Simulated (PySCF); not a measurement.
Al(Me)(Cl) (CH3AlCl), SMILES [CH3][Al+][Cl], charge +1. Heavy atoms are numbered as in [Al+:1]([CH3:2])[Cl:6]. Hydrogens are named by the atom that carries them.

Coordinates come from a B3LYP-D3(BJ)/def2-TZVP optimisation. The multiplicity is an assumed one; other spin states were not compared. The isomer is the one that the SMILES or the coordinates give; other isomers of the formula were not compared.

Calculation: PBE/pcSseg-2 (PySCF).

GIAO shieldings, no solvent; atoms alike by connectivity are averaged. δ = σ(ref) − σ: ¹³C against TMS (σ = 181.4 ppm); ¹H against TMS (σ = 31.47 ppm); ³⁵Cl against HCl (σ = 936.5 ppm), references at their B3LYP-D3(BJ)/def2-TZVP geometries, non-relativistic (without spin–orbit terms, shifts of atoms bonded to Cl or Br come out too high).

```csv
atoms,nucleus,count,δ (ppm)
C2 (CH3),¹³C,1,-4.2
H on C2,¹H,3,1.78
Cl6,³⁵Cl,1,…
```

Question: What belongs in the gaps? (Estimate from the structure and the level; the computed values follow.)

Answer: 
- Cl6, δ (ppm): 129.9
